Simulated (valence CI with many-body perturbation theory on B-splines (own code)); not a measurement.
# Sb11+: configurations and terms from energies and g

Computed by relativistic CI+MBPT: four valence electrons over a frozen Dirac-Fock core [Kr], a basis of 7 s, 7 p, 8 d, 6 f, 4 g, 1 h functions for each j, with the one-electron correlation potential Σ1, the two-electron term Σ2, the three-electron term Σ3, Breit, model QED; selected CI, second order for the rest, scaled by the run's own slope (own B-spline code, finite nucleus).

No measured spectrum was set against this ion. As an estimate, terms of the open shell hold to 2 to 4 % of their energy, and close levels can change places. Excitations out of the core, of the other parity, are not computed and may begin above about 54.4 eV (a cautious bound); beyond it only levels of the ground parity were kept, without lifetimes.

```
No.  J  Parity  E (cm⁻¹)      g
  2  1    even      3884  1.498
  3  2    even      8142  1.488
  4  3    even     12125  1.478
  5  4    even     15678  1.459
  9  5    even     37285  1.066
 10  1    even     38954  1.413
 11  2    even     39473  0.754
 12  6    even     40564  1.135
 18  5    even     53296  1.166
 20  6    even     57450  1.030
 21  1    even     58127  0.597
```

Energies count from the lowest level. Strongly mixed levels and levels close to another of their J and parity, and those with J = 0 are left out, so the numbers can have gaps.

(1) Give configuration and LS term of each level.

Results:

(1) 2: 4d4 5D; 3: 4d4 5D; 4: 4d4 5D; 5: 4d4 5D; 9: 4d4 3H; 10: 4d4 3P; 11: 4d4 3F; 12: 4d4 3H; 18: 4d4 3G; 20: 4d4 1I; 21: 4d4 3D.
